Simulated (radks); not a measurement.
The holmium ion Ho3+, 64 electrons, occupied as [Xe] 4f10 (the NIST ground configuration).

Method: Dirac Kohn-Sham, LDA (Slater exchange, Perdew-Wang correlation), spin-unpolarised, spherical densities, point nucleus; open shells fill j = l - 1/2 first; computed with a radial shooting solver on a logarithmic mesh with Libxc functionals.

Energy parts (hartree):
total: -12618.7837
kinetic: 13884.0658
electron-nucleus: -31103.3519
Hartree: 4863.0957
exchange-correlation: -262.5933

Orbitals (lengths in bohr, moments of r in powers of bohr; r(90%) holds 90 % of the orbital's charge):
[
 {"orbital": "1s1/2", "occ.": "2", "eigenvalue (hartree)": "-2036.602", "r(90%)": "0.0376", "small-component weight": "6.27e-02"},
 {"orbital": "2s1/2", "occ.": "2", "eigenvalue (hartree)": "-341.5111", "r(90%)": "0.136", "small-component weight": "1.40e-02"},
 {"orbital": "2p1/2", "occ.": "2", "eigenvalue (hartree)": "-325.1993", "r(90%)": "0.120", "small-component weight": "1.40e-02"},
 {"orbital": "2p3/2", "occ.": "4", "eigenvalue (hartree)": "-293.7438", "r(90%)": "0.130", "small-component weight": "1.29e-02"},
 {"orbital": "3s1/2", "occ.": "2", "eigenvalue (hartree)": "-77.20846", "r(90%)": "0.337", "small-component weight": "4.47e-03"},
 {"orbital": "3p1/2", "occ.": "2", "eigenvalue (hartree)": "-70.05972", "r(90%)": "0.330", "small-component weight": "4.42e-03"},
 {"orbital": "3p3/2", "occ.": "4", "eigenvalue (hartree)": "-63.49301", "r(90%)": "0.348", "small-component weight": "4.10e-03"},
 {"orbital": "3d3/2", "occ.": "4", "eigenvalue (hartree)": "-51.19765", "r(90%)": "0.320", "small-component weight": "3.99e-03"},
 {"orbital": "3d5/2", "occ.": "6", "eigenvalue (hartree)": "-49.76181", "r(90%)": "0.326", "small-component weight": "3.90e-03"},
 {"orbital": "4s1/2", "occ.": "2", "eigenvalue (hartree)": "-16.20607", "r(90%)": "0.746", "small-component weight": "1.44e-03"},
 {"orbital": "4p1/2", "occ.": "2", "eigenvalue (hartree)": "-13.36793", "r(90%)": "0.769", "small-component weight": "1.36e-03"},
 {"orbital": "4p3/2", "occ.": "4", "eigenvalue (hartree)": "-11.88404", "r(90%)": "0.814", "small-component weight": "1.24e-03"},
 {"orbital": "4d3/2", "occ.": "4", "eigenvalue (hartree)": "-7.20236", "r(90%)": "0.886", "small-component weight": "1.07e-03"},
 {"orbital": "4d5/2", "occ.": "6", "eigenvalue (hartree)": "-6.93237", "r(90%)": "0.902", "small-component weight": "1.04e-03"},
 {"orbital": "4f5/2", "occ.": "6", "eigenvalue (hartree)": "-1.31771", "r(90%)": "1.33", "small-component weight": "6.40e-04"},
 {"orbital": "4f7/2", "occ.": "4", "eigenvalue (hartree)": "-1.27913", "r(90%)": "1.36", "small-component weight": "6.26e-04"},
 {"orbital": "5s1/2", "occ.": "2", "eigenvalue (hartree)": "-2.94945", "r(90%)": "1.80", "small-component weight": "3.07e-04"},
 {"orbital": "5p1/2", "occ.": "2", "eigenvalue (hartree)": "-2.15574", "r(90%)": "2.03", "small-component weight": "2.48e-04"},
 {"orbital": "5p3/2", "occ.": "4", "eigenvalue (hartree)": "-1.95093", "r(90%)": "2.17", "small-component weight": "2.19e-04"}
]

The highest occupied level is 4f7/2 at -34.807 eV. The density falls to 0.001 e/bohr^3 at r = 3.16 bohr. Summed over all electrons, <r^2> = 33.72 bohr^2, which gives a Langevin (diamagnetic) susceptibility term of -26.7 x 10^-6 cm^3/mol. For comparison, the ionisation energy in NIST's Atomic Spectra Database is 42.5 eV (semi-empirical). In exact Kohn-Sham theory the highest level is minus the ionisation energy, but local and semilocal functionals leave it too shallow, through self-interaction and a potential that decays too fast; potentials with the right tail come closer.

Beside tabulated values, note that spin-unpolarised runs miss the spin-polarisation part of the exchange energy of open shells.
